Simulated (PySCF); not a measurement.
[Eu(NH3)3]3+: from a saddle point downhill

PySCF 2.14.0, RKS PBE0, Eu lcecp-1-SVP with ECP52, N def2-SVP, H def2-SVP; non-relativistic Hamiltonian with scalar-relativistic core potentials where named; density fitting; no spin-orbit coupling. Relaxed within the symmetry of its start, the geometry (C3h) is

```xyz
13

Eu    0.0000    0.0000    0.0000
N     2.4479    0.0010    0.0000
H     2.8979   -0.4676    0.8083
H     2.8979   -0.4676   -0.8083
H     2.8982    0.9345    0.0000
N    -1.2248    2.1195    0.0000
H    -1.0440    2.7435    0.8083
H    -1.0440    2.7435   -0.8083
H    -2.2585    2.0427    0.0000
N    -1.2231   -2.1204    0.0000
H    -1.8540   -2.2759    0.8083
H    -1.8540   -2.2759   -0.8083
H    -0.6398   -2.9772    0.0000
```

and its lowest harmonic modes are -44, -40, -40, -40, 82, 82 cm⁻¹ (negative: unstable). It was moved along the lowest mode and relaxed again, within the group C3 that the move left.

Task: Where does it end, and how much lower?

Result: In C3, 0.038 eV lower, after 14 steps:
```xyz
13

Eu    0.0000    0.0000    0.7399
N     2.3150   -0.0004   -0.0296
H     3.0101   -0.2898    0.6842
H     2.5350   -0.6268   -0.8256
H     2.6864    0.9129   -0.3486
N    -1.1572    2.0050   -0.0296
H    -1.2541    2.7517    0.6842
H    -0.7247    2.5088   -0.8256
H    -2.1338    1.8701   -0.3486
N    -1.1578   -2.0047   -0.0296
H    -1.7560   -2.4620    0.6842
H    -1.8103   -1.8820   -0.8256
H    -0.5526   -2.7830   -0.3486
```

Task: How do the contacts change?

Result: 
| contact | saddle (Å) | end (Å) |
| --- | --- | --- |
| Eu1–N2 (NH3) | 2.448 | 2.440 |
| Eu1–N6 (NH3) | 2.448 | 2.440 |
| Eu1–N10 (NH3) | 2.448 | 2.440 |


Task: Is the end a minimum?

Result: Probably not: 3 of the modes stay unstable (below −25 cm⁻¹), though so soft as to be near the noise; lowest modes -38, -38, -34, 53, 76, 76 cm⁻¹.

An lcecp potential fixes the number of 4f electrons, so in runs with it no electron can move into or out of that shell.

State: singlet in the valence, with the 4f electrons in the core potential.
